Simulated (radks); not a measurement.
Question: Valence configurations of the holmium ion Ho+ (all share [Xe]). Calculated with a radial shooting solver on a logarithmic mesh with Libxc functionals: Dirac Kohn-Sham, PBE, spin-unpolarised, spherical densities, point nucleus; open shells fill j = l - 1/2 first. Order these by energy: 4f10.5 6s1.5; 4f11 6p1; 4f10 6s1 6p1; 4f11.5 6s0.5; 4f11 5d1; 4f10 5d1 6s1; 4f11 6s0.5 6p0.5; 4f11 5d0.5 6s0.5; 4f11 6s1; 4f10 6s2.

Answer: From the lowest, in eV above it: 4f11 6s1 0.000; 4f11.5 6s0.5 0.591; 4f10.5 6s1.5 0.859; 4f11 5d0.5 6s0.5 1.057; 4f11 6s0.5 6p0.5 1.612; 4f11 5d1 2.199; 4f11 6p1 3.238; 4f10 6s2 3.419; 4f10 5d1 6s1 4.425; 4f10 6s1 6p1 7.184. NIST lists [Xe] 4f11 6s1 as the ground configuration; this level of theory agrees among the configurations tried. The energies are those of spherical spin-averaged densities, not of single terms.
